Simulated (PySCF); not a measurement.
Ge(F)2(Br)(OH) (BrF2GeHO), SMILES [OH][Ge]([F])([Br])[F]. Heavy atoms are numbered as in [OH:1][Ge:2]([F:3])([F:4])[Br:5]. Hydrogens are named by the atom that carries them.

The structure is a stationary point at r2SCAN-D4/def2-SVP. One conformer was computed; it need not be the lowest.

All values below come from PySCF with PBE0/pcSseg-1.

GIAO shieldings, no solvent; atoms alike by connectivity are averaged. δ = σ(ref) − σ: ¹⁷O against H2O (σ = 334.2 ppm); ⁷³Ge against GeH4 (σ = 1658.3 ppm); ¹⁹F against CFCl3 (σ = 167.2 ppm); ¹H against TMS (σ = 31.56 ppm), references at their B3LYP-D3(BJ)/def2-TZVP geometries, non-relativistic (without spin–orbit terms, shifts of atoms bonded to Cl or Br come out too high).

| nucleus | atoms | count | δ (ppm) |
|---|---|---|---|
| ¹⁷O | O1 (OH) | 1 | 74.3 |
| ⁷³Ge | Ge2 | 1 | 338.0 |
| ¹⁹F | F3 | 2 | -122.6 |
| ¹H | H on O1 | 1 | 2.76 |
